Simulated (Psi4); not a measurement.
Two rigid molecules brought together: HBr ··· CH3F (SMILES Br and CF), singlet. Monomers: optimised at B3LYP-D3(BJ) (def2-TZVP), held rigid. Orientation: a random orientation, not optimised. Only R, the distance of the centres of mass, is varied, so the lowest point isn't the relaxed dimer.

Geometry at R = 3.86 Å (first 2 atoms: monomer A):
```
7

Br     0.7124     0.0000     0.0000
H     -0.7124     0.0000     0.0000
C     -0.7807     2.3203    -3.3549
F     -1.3720     1.7635    -2.2278
H      0.1426     1.7811    -3.5705
H     -1.4714     2.2320    -4.1946
H     -0.5642     3.3707    -3.1561
```

- PBE/def2-TZVP, counterpoise-corrected (Psi4)
- PBE-D3(BJ)/def2-TZVP, counterpoise-corrected (Psi4)
- wB97X-D/def2-TZVP, counterpoise-corrected (Psi4)

Interaction energies in kcal/mol; the last columns give the difference from wB97X-D:

```json
[
 {"R / Å": "3.26", "PBE/def2-TZVP": "1.35", "PBE-D3(BJ)/def2-TZVP": "0.55", "wB97X-D/def2-TZVP": "1.10", "PBE/def2-TZVP − wB97X-D/def2-TZVP": "0.25", "PBE-D3(BJ)/def2-TZVP − wB97X-D/def2-TZVP": "-0.55"},
 {"R / Å": "3.45", "PBE/def2-TZVP": "0.04", "PBE-D3(BJ)/def2-TZVP": "-0.65", "wB97X-D/def2-TZVP": "-0.23", "PBE/def2-TZVP − wB97X-D/def2-TZVP": "0.27", "PBE-D3(BJ)/def2-TZVP − wB97X-D/def2-TZVP": "-0.42"},
 {"R / Å": "3.65", "PBE/def2-TZVP": "-0.55", "PBE-D3(BJ)/def2-TZVP": "-1.13", "wB97X-D/def2-TZVP": "-0.81", "PBE/def2-TZVP − wB97X-D/def2-TZVP": "0.26", "PBE-D3(BJ)/def2-TZVP − wB97X-D/def2-TZVP": "-0.32"},
 {"R / Å": "3.86", "PBE/def2-TZVP": "-0.74", "PBE-D3(BJ)/def2-TZVP": "-1.22", "wB97X-D/def2-TZVP": "-0.98", "PBE/def2-TZVP − wB97X-D/def2-TZVP": "0.24", "PBE-D3(BJ)/def2-TZVP − wB97X-D/def2-TZVP": "-0.24"},
 {"R / Å": "4.08", "PBE/def2-TZVP": "-0.75", "PBE-D3(BJ)/def2-TZVP": "-1.13", "wB97X-D/def2-TZVP": "-0.97", "PBE/def2-TZVP − wB97X-D/def2-TZVP": "0.22", "PBE-D3(BJ)/def2-TZVP − wB97X-D/def2-TZVP": "-0.16"},
 {"R / Å": "4.25", "PBE/def2-TZVP": "-0.69", "PBE-D3(BJ)/def2-TZVP": "-1.01", "wB97X-D/def2-TZVP": "-0.90", "PBE/def2-TZVP − wB97X-D/def2-TZVP": "0.21", "PBE-D3(BJ)/def2-TZVP − wB97X-D/def2-TZVP": "-0.11"},
 {"R / Å": "4.55", "PBE/def2-TZVP": "-0.56", "PBE-D3(BJ)/def2-TZVP": "-0.79", "wB97X-D/def2-TZVP": "-0.75", "PBE/def2-TZVP − wB97X-D/def2-TZVP": "0.19", "PBE-D3(BJ)/def2-TZVP − wB97X-D/def2-TZVP": "-0.05"},
 {"R / Å": "4.87", "PBE/def2-TZVP": "-0.43", "PBE-D3(BJ)/def2-TZVP": "-0.59", "wB97X-D/def2-TZVP": "-0.59", "PBE/def2-TZVP − wB97X-D/def2-TZVP": "0.16", "PBE-D3(BJ)/def2-TZVP − wB97X-D/def2-TZVP": "0.00"},
 {"R / Å": "5.39", "PBE/def2-TZVP": "-0.28", "PBE-D3(BJ)/def2-TZVP": "-0.37", "wB97X-D/def2-TZVP": "-0.40", "PBE/def2-TZVP − wB97X-D/def2-TZVP": "0.12", "PBE-D3(BJ)/def2-TZVP − wB97X-D/def2-TZVP": "0.02"},
 {"R / Å": "6.04", "PBE/def2-TZVP": "-0.18", "PBE-D3(BJ)/def2-TZVP": "-0.23", "wB97X-D/def2-TZVP": "-0.25", "PBE/def2-TZVP − wB97X-D/def2-TZVP": "0.07", "PBE-D3(BJ)/def2-TZVP − wB97X-D/def2-TZVP": "0.03"},
 {"R / Å": "7.07", "PBE/def2-TZVP": "-0.11", "PBE-D3(BJ)/def2-TZVP": "-0.12", "wB97X-D/def2-TZVP": "-0.14", "PBE/def2-TZVP − wB97X-D/def2-TZVP": "0.03", "PBE-D3(BJ)/def2-TZVP − wB97X-D/def2-TZVP": "0.02"},
 {"R / Å": "8.37", "PBE/def2-TZVP": "-0.06", "PBE-D3(BJ)/def2-TZVP": "-0.07", "wB97X-D/def2-TZVP": "-0.08", "PBE/def2-TZVP − wB97X-D/def2-TZVP": "0.02", "PBE-D3(BJ)/def2-TZVP − wB97X-D/def2-TZVP": "0.01"}
]
```

PBE/def2-TZVP is furthest from wB97X-D/def2-TZVP at 3.45 (0.27 kcal/mol, above); its mean absolute difference over the points is 0.17 kcal/mol.

PBE-D3(BJ)/def2-TZVP is furthest from wB97X-D/def2-TZVP at 3.26 (-0.55 kcal/mol, below); its mean absolute difference over the points is 0.16 kcal/mol.
